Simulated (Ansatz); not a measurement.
System: InH, charge 0, singlet. InH (SMILES [InH]).
B3LYP-D3(BJ)/def2-TZVP minimum from Ansatz (an electronic-structure program):
```xyz
2

In     0.0000     0.0000    -0.0373
H      0.0000     0.0000     1.8254
```
Charge 0, spin multiplicity 1.

Total energies in def2-QZVPP, 4 correlated electrons, 9 frozen orbitals. UHF or UKS for unpaired electrons; spin-orbit terms are left out. Correlated methods leave the cores frozen (noble-gas shells, and filled d and f shells in the p block). Past Kr the def2 sets carry scalar-relativistic core potentials. Spin-orbit terms, left out, reach several kcal/mol for Br and I, and more for heavier atoms.

```tsv
method	program	energy (Eh)	error against FCI (mEh)
HF	Ansatz	-189.77833	75.87
MP2	Ansatz	-189.83670	17.50
CCSD	Ansatz	-189.85265	1.56
CCSD(T)	Ansatz	-189.85389	0.32
CCSDT(Q)	Ansatz	-189.85420	0.01
FCI	Ansatz	-189.85421	0.00
```

Rough core times of Ansatz's runs on a shared machine: CCSD(T) under 20 s, CCSDT(Q) 30 s, FCI 70 s.
